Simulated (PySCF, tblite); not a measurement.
Isomers of C7H12N2, one GFN2-xTB conformer each. Single-point energies are computed at PBE0/pcSseg-1 (PySCF, gas phase, no added dispersion term), electronic only.

Question: Rank them by PBE0/pcSseg-1 energy, lowest first (kcal/mol).
A. `[CH3:1][CH2:2][C@H:3]([CH3:4])[n:5]1[cH:6][cH:7][cH:8][n:9]1` with C1–C2–C3–C4 -175°, C2–C3–N5–C6 -118°
B. `CC(C)(C)c1cn[nH]c1`
C. `[CH2:1]=[CH:2]/[C:3](=[N:4]\[N:5]=[CH2:6])[CH:7]([CH3:8])[CH3:9]` with C1–C2–C3–N4 -173°, C3–N4–N5–C6 102°, C2–C3–C7–C8 -163°
D. `[CH3:1][CH2:2][CH2:3][n:4]1[cH:5][c:6]([CH3:7])[cH:8][n:9]1` with C1–C2–C3–N4 -66°, C2–C3–N4–C5 104°
E. `[CH2:1]=[CH:2]/[CH:3]=[N:4]\[N:5]=[C:6](\[CH3:7])[CH2:8][CH3:9]` with C1–C2–C3–N4 178°, C3–N4–N5–C6 -105°, N5–C6–C8–C9 105°
F. `[H]/[N:9]=[CH:8]/[CH2:7]/[CH:6]=[C:4](\[CH2:3][N:2]=[CH2:1])[CH3:5]` with C1–N2–C3–C4 123°, N2–C3–C4–C5 71°, C4–C6–C7–C8 78°, C6–C7–C8–N9 -125°

Answer: D (0.0), A (0.0), B (0.9), F (41.4), E (43.9), C (50.7).

As drawn, the lowest has an aromatic ring, which the highest lacks; the highest has a C=N bond and a C=C bond outside aromatic rings, which the lowest lacks. Neighbours under 2.5 kcal/mol apart (CCCn1cc(C)cn1 and CC[C@H](C)n1cccn1; CC[C@H](C)n1cccn1 and CC(C)(C)c1cn[nH]c1) can change places with a better method, another conformer or zero-point energy. GFN2-xTB itself gives, in the same order: 0.0, 0.8, 4.9, 58.7, 44.7, 50.8. Both levels put the same isomer lowest; measured from each level's own lowest isomer, the values differ by up to 17.3 kcal/mol ([H]/N=C/C/C=C(/C)CN=C: 58.7 against 41.4).

Q: Which frontier levels, dipoles and rotational constants go with these structures?

A: 
```
               SMILES  HOMO (eV, PBE0/pcSseg-1)  LUMO (eV)  dipole (D)       A, B, C (MHz)
        CCCn1cc(C)cn1                     -6.61       0.66        2.16   3501, 1002, 903.4
    CC[C@H](C)n1cccn1                     -7.00       0.67        2.08    2611, 1314, 1108
   CC(C)(C)c1cn[nH]c1                     -6.81       0.58        2.27    3128, 1195, 1066
[H]/N=C/C/C=C(/C)CN=C                     -6.93      -0.18        1.29   1949, 1420, 911.0
    C=C/C=N\N=C(\C)CC                     -6.32      -1.12        2.21  2548, 917.3, 790.3
   C=C/C(=N\N=C)C(C)C                     -6.47      -1.18        1.55   2088, 1232, 872.9
```

Q: What happens when harmonic zero-point energies from GFN2-xTB frequencies are added?

A: 
| SMILES | ZPE (kcal/mol) | electronic (kcal/mol) | with ZPE (kcal/mol) |
| --- | --- | --- | --- |
| CCCn1cc(C)cn1 | 113.1 | 0.0 | 0.0 |
| CC[C@H](C)n1cccn1 | 113.4 | 0.0 | 0.3 |
| CC(C)(C)c1cn[nH]c1 | 113.3 | 0.9 | 1.1 |
| [H]/N=C/C/C=C(/C)CN=C | 110.2 | 41.4 | 38.5 |
| C=C/C=N\N=C(\C)CC | 110.2 | 43.9 | 41.0 |
| C=C/C(=N\N=C)C(C)C | 110.2 | 50.7 | 47.8 |

The zero-point energies span 3.2 kcal/mol. The order is unchanged.

Q: As an exercise, what shares would exp(−E/RT) give at 500 K from these electronic energies alone (no entropy, no degeneracies)?

A: RT = 0.994 kcal/mol: CCCn1cc(C)cn1 41.6 %, CC[C@H](C)n1cccn1 41.3 %, CC(C)(C)c1cn[nH]c1 17.1 %, [H]/N=C/C/C=C(/C)CN=C under 0.1 %, C=C/C=N\N=C(\C)CC under 0.1 %, C=C/C(=N\N=C)C(C)C under 0.1 %.
